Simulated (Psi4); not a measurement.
HCl, charge +1, doublet, at a GFN2-xTB geometry (a state made from the parent by changing its charge; the spin is typed, not shown lowest); PBE/aug-cc-pVDZ run with Psi4.

Here is a job for Psi4.
```
memory 2 GB

molecule mol {
1 2
  Cl   -0.000000   -0.000000   -0.073948
  H     0.000000    0.000000    1.257119
}

set basis aug-cc-pvdz
set reference uks
set scf_type pk
set puream true
set d_convergence 1e-8
set dft_radial_points 99
set dft_spherical_points 590

energy('pbe')
print_variables()
```

What the program printed (banner, timings and long lists left out):

```
   => Loading Basis Set <=

    Name: AUG-CC-PVDZ
    Role: ORBITAL
    Keyword: BASIS

         ---------------------------------------------------------
                                   SCF
               by Justin Turney, Rob Parrish, Andy Simmonett
                          and Daniel G. A. Smith
                              UKS Reference
         ---------------------------------------------------------

  ==> Geometry <==

    Molecular point group: c2v
    Full point group: C_inf_v

    Geometry (in Angstrom), charge = 1, multiplicity = 2:

       Center              X                  Y                   Z               Mass
    ------------   -----------------  -----------------  -----------------  -----------------
         CL           0.000000000000     0.000000000000    -0.037287563149    34.968852682000
         H            0.000000000000     0.000000000000     1.293779436851     1.007825032230

  Running in c2v symmetry.

  Rotational constants: A = ************  B =      9.71295  C =      9.71295 [cm^-1]
  Rotational constants: A = ************  B = 291186.94331  C = 291186.94331 [MHz]
  Nuclear repulsion =    6.758497191643996

  Charge       = 1
  Multiplicity = 2
  Electrons    = 17
  Nalpha       = 9
  Nbeta        = 8

  ==> Algorithm <==

  SCF Algorithm Type is PK.
  DIIS enabled.
  MOM disabled.
  Fractional occupation disabled.
  Guess Type is SAD.
  Energy threshold   = 1.00e-06
  Density threshold  = 1.00e-08
  Integral threshold = 1.00e-12

  ==> Primary Basis <==

  Basis Set: AUG-CC-PVDZ
    Blend: AUG-CC-PVDZ
    Number of shells: 16
    Number of basis functions: 36
    Number of Cartesian functions: 38
    Spherical Harmonics?: true
    Max angular momentum: 2

  ==> DFT Potential <==

   => LibXC <=

    Version 7.1.2
    S. Lehtola, C. Steigemann, M. J. T. Oliveira, and M. A. L. Marques,  SoftwareX 7, 1–5 (2018) (10.1016/j.softx.2017.11.002)

   => Composite Functional: PBE <=

    PBE GGA Exchange-Correlation Functional

    J.P. Perdew et. al., Phys. Rev. Lett., 77(18), 3865-3868, 1996

    Deriv               =              1
    GGA                 =           TRUE
    Meta                =          FALSE

    Exchange Hybrid     =          FALSE
    MP2 Hybrid          =          FALSE

   => Exchange Functionals <=

    1.0000     XC_GGA_X_PBE

   => Correlation Functionals <=

    1.0000     XC_GGA_C_PBE

   => LibXC Density Thresholds  <==

    XC_GGA_C_PBE:  1.00E-12
    XC_GGA_X_PBE:  1.00E-15

   => Molecular Quadrature <=

    Radial Scheme          =       TREUTLER
    Pruning Scheme         =           NONE
    Nuclear Scheme         =       TREUTLER

    Blocking Scheme        =         OCTREE
    BS radius alpha        =              1
    Pruning alpha          =              1
    Radial Points          =             99
    Spherical Points       =            590
    Total Points           =         114123
    Total Blocks           =            934
    Max Points             =            256
    Max Functions          =             36
    Weights Tolerance      =       1.00E-15

  ==> Integral Setup <==

  Using in-core PK algorithm.
   Calculation information:
      Number of atoms:                   2
      Number of AO shells:              16
      Number of primitives:             60
      Number of atomic orbitals:        38
      Number of basis functions:        36

      Integral cutoff                 1.00e-12
      Number of threads:                 1

  Performing in-core PK
  Using 444222 doubles for integral storage.
  We computed 9316 shell quartets total.
  Whereas there are 9316 unique shell quartets.

  ==> DiskJK: Disk-Based J/K Matrices <==

    J tasked:                  Yes
    K tasked:                   No
    wK tasked:                  No
    Schwarz Cutoff:          1E-12

  Minimum eigenvalue in the overlap matrix is 2.6008499601E-03.
  Reciprocal condition number of the overlap matrix is 6.3934065811E-04.
[...]

  SCF Guess: Superposition of Atomic Densities via on-the-fly atomic UHF (no occupation information).

   -------------------------
    Irrep   Nso     Nmo
   -------------------------
     A1        18      18
     A2         2       2
     B1         8       8
     B2         8       8
   -------------------------
    Total      36      36
   -------------------------

  ==> Iterations <==

                        Total Energy        Delta E     RMS |[F,P]|

   @UKS iter SAD:  -460.51121871437311   -4.60511e+02   0.00000e+00
   @UKS iter   1:  -460.14399783704596    3.67221e-01   4.41966e-03 ADIIS/DIIS
   @UKS iter   2:  -460.14783381708105   -3.83598e-03   3.57774e-03 ADIIS/DIIS
   @UKS iter   3:  -460.15128053162135   -3.44671e-03   7.37498e-04 ADIIS/DIIS
   @UKS iter   4:  -460.15143524579418   -1.54714e-04   2.29304e-04 ADIIS/DIIS
   @UKS iter   5:  -460.15145111308556   -1.58673e-05   2.36795e-05 DIIS
   @UKS iter   6:  -460.15145131646329   -2.03378e-07   4.40368e-06 DIIS
   @UKS iter   7:  -460.15145132606631   -9.60301e-09   9.25443e-07 DIIS
   @UKS iter   8:  -460.15145132664315   -5.76847e-10   8.61585e-08 DIIS
   @UKS iter   9:  -460.15145132665009   -6.93490e-12   8.65841e-09 DIIS
  Energy and wave function converged.

  ==> Post-Iterations <==

   Electrons on quadrature grid:
      Nalpha   =    9.0000000042 ; deviation = 4.210e-09
      Nbeta    =    8.0000000058 ; deviation = 5.810e-09
      Ntotal   =   17.0000000100 ; deviation = 1.002e-08

   @Spin Contamination Metric:   2.469264419E-03
   @S^2 Expected:                7.500000000E-01
   @S^2 Observed:                7.524692644E-01
   @S   Expected:                5.000000000E-01
   @S   Observed:                5.000000000E-01

    Orbital Energies [Eh]
    ---------------------

    Alpha Occupied:

[...]
    Alpha Virtual:

[...]
    Beta Occupied:

[...]
    Beta Virtual:

[...]
      18A1     1.664844

    Final Occupation by Irrep:
             A1    A2    B1    B2
    DOCC [     5,    0,    2,    1 ]
    SOCC [     0,    0,    0,    1 ]
    NA   [     5,    0,    2,    2 ]
    NB   [     5,    0,    2,    1 ]

  @UKS Final Energy:  -460.15145132665009

   => Energetics <=

    Nuclear Repulsion Energy =              6.7584971916439960
    One-Electron Energy =                -641.8085461829231235
    Two-Electron Energy =                 202.9540633063315340
    DFT Exchange-Correlation Energy =     -28.0554656417025043
    Empirical Dispersion Energy =           0.0000000000000000
    VV10 Nonlocal Energy =                  0.0000000000000000
    Total Energy =                       -460.1514513266500899

  UHF NO Occupations:
  HONO-2 :    4 A1 1.9998085
  HONO-1 :    5 A1 1.9989888
  HONO-0 :    2 B2 1.0000000
  LUNO+0 :    6 A1 0.0010112
  LUNO+1 :    7 A1 0.0001915
  LUNO+2 :    3 B1 0.0000322
  LUNO+3 :    3 B2 0.0000002

Computation Completed

Properties will be evaluated at   0.000000,   0.000000,   0.000000 [a0]

Properties computed using the SCF density matrix

 Multipole Moments:

 ------------------------------------------------------------------------------------
     Multipole            Electronic (a.u.)      Nuclear  (a.u.)        Total (a.u.)
 ------------------------------------------------------------------------------------

 L = 1.  Multiply by 2.5417464519 to convert [e a0] to [Debye]
 Dipole X            :          0.0000000            0.0000000            0.0000000
 Dipole Y            :          0.0000000            0.0000000            0.0000000
 Dipole Z            :         -0.5576216            1.2470130            0.6893914
 Magnitude           :                                                    0.6893914

 ------------------------------------------------------------------------------------

  Variable Map:
  ----------------------------------------------------------------------------
[...]
  Array Variable Map:
  ----------------------------------------------------------------------------
[...]
[...]
```
